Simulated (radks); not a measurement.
Results of a calculation; reference values are marked as such.
All-electron atom: Tc4+ in [Kr] 4d3.

Level of theory: scalar-relativistic Kohn-Sham, r2SCAN, spin-polarised, spherical densities, finite nucleus; open shells are filled with parallel spins first (spin-orbit coupling, left out, can overturn this in heavy ions); meta-GGA in the generalised Kohn-Sham scheme; Fermi nuclear charge, rms radius 4.4112 fm (a radial shooting solver on a logarithmic mesh with Libxc functionals).

Energy parts (eV):
part                       energy
total                 -116541.026
kinetic                120345.421
electron-nucleus      -279026.382
Hartree                 45606.448
exchange-correlation    -3466.513

Orbitals (lengths in bohr, moments of r in powers of bohr):
\begin{tabular}{lrrr}
orbital & occ. & eigenvalue (eV) & <r> \\ \hline
1s down & 1 & -20960.72 & 0.03429 \\
1s up & 1 & -20960.69 & 0.03429 \\
2s up & 1 & -3044.361 & 0.1495 \\
2s down & 1 & -3043.640 & 0.1495 \\
2p up & 3 & -2727.007 & 0.1304 \\
2p down & 3 & -2726.486 & 0.1304 \\
3s up & 1 & -574.8506 & 0.4142 \\
3s down & 1 & -574.6382 & 0.4143 \\
3p up & 3 & -469.7461 & 0.4155 \\
3p down & 3 & -469.4571 & 0.4156 \\
3d up & 5 & -300.2880 & 0.3988 \\
3d down & 5 & -299.7112 & 0.3987 \\
4s up & 1 & -122.5231 & 1.049 \\
4s down & 1 & -119.3740 & 1.044 \\
4p up & 3 & -93.2194 & 1.146 \\
4p down & 3 & -89.7668 & 1.138 \\
4d up & 3 & -50.4411 & 1.428 \\
4d down & 0 & -46.4118 & 1.419 \\
5s up & 0 & -37.6152 & 2.420 \\
5s down & 0 & -33.9655 & 2.513 \\
5p up & 0 & -29.9173 & 2.766 \\
4f up & 0 & -17.8011 & 2.903 \\
\end{tabular}

The highest occupied level is 4d up at -50.441 eV. Summed over all electrons, <r^2> = 22.16 bohr^2, which gives a Langevin (diamagnetic) susceptibility term of -17.6 x 10^-6 cm^3/mol.
